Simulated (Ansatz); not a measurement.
`[CH3][Zn][F]` + H₂ → `[F][ZnH]` + CH₄ at 700 K and 1 bar (hydrogenolysis of a Zn–C bond).

Gas-phase electronic energies from Ansatz, PBE0-D4/def2-TZVP geometries. CCSD(T)/CBS is the MP2 limit (def2-TZVPP, def2-QZVPP) plus CCSD(T) − MP2 in def2-TZVPP, frozen cores. This one scheme is used for every species. For Zn outer-core shells are correlated without core-valence functions, which leaves a few kJ/mol of doubt a bond. Scalar relativity is left out up to krypton.

```
       species  CCSD(T)/CBS energy (Eh)  H − E (kJ/mol)  S (J/(mol·K))
`[CH3][Zn][F]`              -1918.06698           145.8          346.6
            H₂                 -1.17544            46.8          155.3
    `[F][ZnH]`              -1878.79355            52.0          275.4
           CH₄                -40.46206           145.9          224.0
```

H − E and S are ideal-gas, rigid-rotor, harmonic terms from PBE0-D4/def2-TZVP. The MP2-based limit puts H₂ 0.8 mEh under its directly extrapolated value; such offsets cancel only in part. 1 Eh = 2625.50 kJ/mol, R = 8.31446 J/(mol·K).

Question: By hand: ΔE, ΔH, ΔS and ΔG.

Answer: ΔE = (-1878.79355) + (-40.46206) − (-1918.06698) − (-1.17544) = -0.01319 Eh = -34.6 kJ/mol. Δ(H − E) = 52.0 + 145.9 − 145.8 − 46.8 = 5.3, so ΔH = -29.3 kJ/mol. ΔS = 275.4 + 224.0 − 346.6 − 155.3 = -2.5 J/(mol·K). ΔG = -29.3 − 700 × (-2.5)/1000 = -27.6 kJ/mol.

Question: By hand: the equilibrium constant, and the temperature at which ΔG would vanish if ΔH and ΔS stayed fixed.

Answer: log₁₀ K = −ΔG/(RT ln 10) = 2.1. ΔG = 0 at ΔH/ΔS = 11720 K, far beyond where these terms or the molecules hold.

The number of gas molecules stays the same, so ΔS is small and ΔH decides. A doubt of 5 kJ/mol in ΔE shifts log₁₀ K by 0.4 here. These are equilibria of isolated gas molecules and say nothing of rates. Largest T1 diagnostic: 0.018 (customary marks: 0.02 for closed shells, 0.045 for open ones).
